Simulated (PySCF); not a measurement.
Vertical excitations of a molecule C2H8BNO from TDDFT-PBE0/def2-SVPD in PySCF, as energy in eV (oscillator strength): 6.01 (0.008), 6.85 (0.008), 7.13 (0.214), 7.45 (0.015), 7.72 (0.001), 8.00 (0.000), 8.49 (0.010), 8.56 (0.001), 8.74 (0.004), 8.81 (0.001). Lowest triplet (TDA): 5.84 eV. Coordinates come from a TPSSh-D3(BJ)/def2-SVP optimisation. Other conformers were not sampled.

Identify the compound among the candidates.
A. CCB(N)O
B. CCOBN
C. CN(C)BO
D. CNB(C)O

C, CN(C)BO
